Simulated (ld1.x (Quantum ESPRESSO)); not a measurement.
# Before and after: TM potential for strontium

Sr (Z = 38), norm-conserving Troullier–Martins (Kleinman–Bylander form), made with ld1.x (Quantum ESPRESSO) 7.5 (LDA (PZ), scalar-relativistic). Core [Kr], reference 4d0 5s1 5p0 (charge +1). Waves: 5p (bound, empty): rc 3.80 bohr; 4d (bound, empty): rc 2.85 bohr; 4f channel at 0.05 Ry: rc 3.00 bohr; 5s (bound): rc 2.75 bohr. Local part: the s channel. Core correction: none.

Change: reference 4d0.5 5s1.5 5p0.

Cutoffs: the cutoffs (Ry, on a coarse ladder) from which the occupation-weighted sum of valence levels, in a spherical-Bessel basis at the reference potential, stays within 10 and 1 mRy of its value at 400 Ry; they do not see the model core or the augmentation charge, which bear on the density cutoff. Errors are all-electron minus pseudo energies relative to the spin-unpolarised reference configuration.

Problem. What does the change do?

Solution. The potential gets harder (8 Ry and 18 Ry → 12 Ry and 18 Ry); neither file shows a bound ghost.

```tsv
quantity	base	changed
cutoff, loose	8 Ry	12 Ry
cutoff, tight	18 Ry	18 Ry
bound ghosts	none	none
largest error over its own tests, meV	+395	+215
s: phases at 4.08 bohr within 0.05 rad from the reference energy up to (Ry; the scan ends near 5)	0.3	0.6
p: phases at 4.08 bohr within 0.05 rad from the reference energy up to (Ry; the scan ends near 5)	1.2	1.6
d: phases at 4.08 bohr within 0.05 rad from the reference energy up to (Ry; the scan ends near 5)	0.2	0.7
f: phases at 4.08 bohr within 0.05 rad from the reference energy up to (Ry; the scan ends near 5)	1.7	2.1
```

Base: The cutoffs count occupied waves only; the empty 4d level needs 15 Ry at the loose tolerance.
